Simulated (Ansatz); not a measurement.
Other settings, tried on Nb2(NH2)10 (Nb₂N₁₀H₂₀).

```yaml
crystal:
  periodic: [false, false, false]
  atoms:
    - {symbol: Nb, position_ang: [0.127422, -1.057648, 1.436922]}
    - {symbol: N, position_ang: [1.503888, 0.315759, 2.001071]}
    - {symbol: N, position_ang: [-0.816772, -2.378684, 0.227252]}
    - {symbol: N, position_ang: [1.109719, -2.526261, 2.384771]}
    - {symbol: N, position_ang: [-1.234506, -0.849293, 2.896789]}
    - {symbol: N, position_ang: [-1.133825, 0.636426, 0.517324]}
    - {symbol: Nb, position_ang: [-0.130748, 1.061436, -1.439460]}
    - {symbol: N, position_ang: [-1.112989, 2.529611, -2.386927]}
    - {symbol: N, position_ang: [1.232990, 0.853619, -2.897776]}
    - {symbol: N, position_ang: [-1.503321, -0.316536, -2.000831]}
    - {symbol: N, position_ang: [0.815957, 2.377678, -0.227063]}
    - {symbol: N, position_ang: [1.130403, -0.633268, -0.519302]}
    - {symbol: H, position_ang: [2.201911, 0.813125, 1.453370]}
    - {symbol: H, position_ang: [1.452636, 0.733529, 2.930644]}
    - {symbol: H, position_ang: [-0.699328, -2.564252, -0.765913]}
    - {symbol: H, position_ang: [-1.651854, -2.862752, 0.558191]}
    - {symbol: H, position_ang: [0.899651, -3.519934, 2.305596]}
    - {symbol: H, position_ang: [1.872727, -2.391412, 3.046151]}
    - {symbol: H, position_ang: [-1.238120, -1.408007, 3.748829]}
    - {symbol: H, position_ang: [-2.013781, -0.194043, 2.918839]}
    - {symbol: H, position_ang: [-2.110831, 0.371858, 0.372519]}
    - {symbol: H, position_ang: [-1.158185, 1.475011, 1.101814]}
    - {symbol: H, position_ang: [-0.903742, 3.523354, -2.306878]}
    - {symbol: H, position_ang: [-1.876385, 2.394608, -3.047785]}
    - {symbol: H, position_ang: [2.013341, 0.199583, -2.916350]}
    - {symbol: H, position_ang: [1.238963, 1.411809, -3.750090]}
    - {symbol: H, position_ang: [-2.191633, -0.822623, -1.448728]}
    - {symbol: H, position_ang: [-1.445916, -0.739811, -2.927534]}
    - {symbol: H, position_ang: [0.707419, 2.550497, 0.769452]}
    - {symbol: H, position_ang: [1.653400, 2.858248, -0.557192]}
    - {symbol: H, position_ang: [2.107539, -0.369521, -0.374307]}
    - {symbol: H, position_ang: [1.153961, -1.472086, -1.103407]}
basis:
  gaussian: {orbitals: def2-SVP}
hamiltonian: {xc: {name: r2SCANh}, dispersion: d3bjatm}
scf: {lower_state_search: off}
```

```sh
$ ansatz run in.yaml --threads 4 --pin off --events-out ev --progress --plain --max-ram 6963MiB
```

It prints (some lines left out):

```
Functional definition: r2SCANh
3434 factors; their error is unknown
mean field evaluation 1: about -18261.6437 eV, gradient 1.6e2 eV
mean field evaluation 2: about -17993.6974 eV, gradient 3.6e2 eV
mean field evaluation 4: about -18313.9623 eV, gradient 2.9e1 eV
mean field evaluation 8: about -18315.8221 eV, gradient 3.0e-1 eV
mean field evaluation 16: about -18315.7497 eV, gradient 8.4e-3 eV
mean field -18315.74968417 eV, -673.0913860324 hartree, gradient 6.5e-6 eV, S^2 0.000000; 0 other end points of the search recorded, 0 dependent functions left out
reference -18315.74972496 eV, -673.0913875313 hartree; 58, 58 occupied and 244, 244 virtual orbitals, 3434 factors
Total energy: -18316.15185202 eV, -673.1061654281 hartree
Checks for a lower state left out: stability, starts, cluster_reference, orbital_swaps, neighbouring_geometries, increment
```

Hardware: 4 threads of Intel Xeon Platinum 8488C on a shared host. Wall time 13 s, peak host memory 1.6 GiB.

In the def2 sets Nb takes a core potential; there is no spin–orbit coupling.
